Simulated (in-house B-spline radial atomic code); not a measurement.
A run on Re- that did not converge. Method: scalar-relativistic (X2C) wB97X, spin-polarised, spherical fractional occupations, exact exchange averaged over the configuration, Fermi nucleus of rms radius 5.3698 fm; computed with a B-spline radial code for spherical atoms.

Command:
```bash
python run_scf.py task.json out
```
Settings (nuclear radius in fm, mass in u):
```
Z                75
configuration    [Xe] 4f14 5d6 6s2
hamiltonian      x2c
method           wb97x
spin_polarised   True
nucleus          fermi
rms_radius       5.3698
atomic_mass      186.95575
speed_of_light   137.035999084
exact_exchange   averaged over the configuration
```

First and last ten iterations of the last attempt (damped for 15 steps, keeping 80 % of the old Fock matrix, then DIIS):
```
 iter        energy (Eh)    residual
    1      -16692.621586    5.51e-01
    2      -16450.527391    1.40e+00
    3      -16686.135011    5.05e-01
    4      -16691.253488    2.68e-01
    5      -16693.280774    1.40e-01
    6      -16694.056567    8.22e-02
    7      -16694.359515    5.52e-02
    8      -16694.485624    3.93e-02
    9      -16694.542167    2.71e-02
   10      -16694.569136    2.16e-02
  111      -16694.610498    1.51e-03
  112      -16694.611464    2.43e-03
  113      -16694.611879    1.54e-03
  114      -16694.610537    1.72e-03
  115      -16694.610427    1.97e-03
  116      -16694.610346    1.13e-03
  117      -16694.611095    2.46e-03
  118      -16694.611214    2.21e-03
  119      -16694.611165    1.16e-03
  120      -16694.610744    1.18e-03
 not converged after 120 iterations
```

The smallest residual met was 8.6e-04; the threshold is about 8e-07. No energy from this run should be used. Time taken, with all properties: 39 s on 1 thread of Arm Neoverse V2 (shared host).
